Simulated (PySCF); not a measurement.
# Electronic absorption of C2H3F5S

Compound: C2H3F5S.
Numbering: `[CH2:1]=[CH:2][S:3]([F:4])([F:5])([F:6])([F:7])[F:8]` (hydrogens: H9, H10 on C1; H11 on C2)

Structure used (PBE0-D3(BJ)/def2-SVP), in Å, numbered top down from 1:
```
atom  x, y, z in Å
C1     1.6984    0.5037    0.1114
C2     0.7780   -0.3698   -0.2649
S3    -0.9737   -0.1230    0.0118
F4    -2.5528    0.0453    0.2310
F5    -0.7634    0.3470    1.5353
F6    -0.9270    1.4151   -0.4557
F7    -1.2848   -0.5790   -1.5015
F8    -1.1242   -1.6506    0.4990
H9     1.4425    1.4362    0.6188
H10    2.7535    0.2991   -0.0862
H11    0.9718   -1.3146   -0.7753
```

Theory: PySCF 2.14.0, density-fitted response routines, TDDFT CAM-B3LYP/def2-SVPD, vertical, gas phase, core orbitals frozen in the response.

Task: List the vertical singlet excitations with oscillator strengths and describe the spectrum.

Result: 

```csv
state,E (eV),ν̃ (cm⁻¹),f,symmetry,"main configurations (H = HOMO, L = LUMO)"
S1,6.79,54750,0.0003,–,H→L (95%)
S2,7.63,61540,0.367,A′,H→L+1 (96%)
S3,8.06,65010,0.0004,–,H-1→L+1 (93%)
S4,8.46,68270,0.038,A″,H→L+2 (90%)
S5,8.55,69000,0.088,A′,H-1→L (88%)
S6,8.80,71010,0.0000,–,H-2→L (94%)
S7,8.88,71620,0.0046,A′,H-3→L (90%)
S8,9.04,72910,0.0098,A″,H-4→L (84%)
S9,9.19,74090,0.0018,–,"H→L+3 (68%), H→L+6 (8%)"
S10,9.36,75510,0.0020,–,"H-5→L+1 (48%), H-3→L+1 (18%), H-9→L+1 (15%)"
```

Triplets, Tamm–Dancoff:

```
state  E (eV)  λ (nm)  main configurations (H = HOMO, L = LUMO)
   T1    4.33   286.0                               H→L+1 (96%)
   T2    6.52   190.2                                 H→L (92%)
   T3    7.54   164.5                             H-1→L+1 (92%)
   T4    7.71   160.7                               H-1→L (86%)
```

The lowest singlet comes at 183 nm (655 kJ/mol) in the vacuum ultraviolet; it is dark (f under 0.0005); its leading configuration is HOMO→LUMO (95%). The most intense listed level is S2 at 7.63 eV (162 nm, f = 0.367), 0.84 eV above S1. Löwdin shares by element: HOMO carbon 79% (atoms not listed hold the other 21%); LUMO fluorine 38% or more, sulfur 26% (atoms not listed hold the other 37%). Weighted by f, the mean energy of these states is 7.90 eV. The oscillator strengths of these states sum to 0.513; summed over the whole spectrum of an exact calculation they would give the number of electrons, 76 (Thomas–Reiche–Kuhn). The listed states span 2.57 eV, and the widest gap between neighbours is 0.84 eV (S1 to S2). All these states lie below the vertical ionisation energy of 11.60 eV (ΔSCF). Symmetry labels in Cs follow from the direction of the transition dipole and are given only for states with f of 0.002 or more. Only the lowest 10 singlets were computed, as vertical energies without vibronic structure.

The run took 2.5 min of wall time on Arm Neoverse V2, one thread, on a shared host.
